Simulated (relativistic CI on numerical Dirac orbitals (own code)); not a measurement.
# Hyperfine structure of Pt⁶⁹⁺, mass number 195

Calculated at this level of theory: Dirac-Coulomb-Breit CI, KLI orbitals optimised for each configuration, model QED, unscaled Slater integrals (own radial code, finite nucleus).

CI space (outside the closed core 1s2): 2s2 2p5, 2s 2p6, 2p6 3s, 2s2 2p4 3s, 2p6 3p, 2s2 2p4 3p, 2p6 3d, 2s2 2p4 3d, 2s 2p5 3s, 2s 2p5 3p, 2s 2p5 3d, 2s2 2p4 4s, 2s2 2p4 4p, 2s2 2p4 4d, 2s2 2p4 4f, 2s2 2p3 3s2. Levels of other configurations are missing.

Nuclear spin I = 1/2, μ = 0.6073 μN (tables of Stone and Pyykkö). The electronic factors are computed for point nuclear moments, without core polarisation or the Bohr-Weisskopf and QED corrections.

```tsv
Level	E (10³ cm⁻¹)	A (GHz)
2s2 2p5 2P°_3/2	0.0	1187
2s2 2p5 2P°_1/2	14316.1	11620
2s 2p6 2S_1/2	18519.1	36040
2s2 2p4 3s 4P_5/2	75923.7	2962
2s2 2p4 3s 2P_3/2	76019.7	-591.7
2s2 2p4 3s 2S_1/2	76493.3	10070
2s2 2p4 3p 2P°_1/2	77661.7	3345
2s2 2p4 3p 4D°_7/2	81154.9	822.4
```

Levels with J = 0, under 50 % of one LS term, or S terms without an open s electron are left out. Small factors come from cancelling terms and can be off by tens of per cent or more.

At this charge energies of transitions that change n are usually good to better than 1 %, and those within a shell (Δn = 0) to a few per cent.

Task: Give the hyperfine levels of 2s2 2p5 2P°_1/2 relative to its centre of gravity.

Result: With K = F(F + 1) − I(I + 1) − J(J + 1), E = AK/2: F = 0: -8713, F = 1: 2904 GHz.

LS names give the leading component of a level, which can be under half, so a name can repeat, a term be missing and a line seem to break the LS rules.
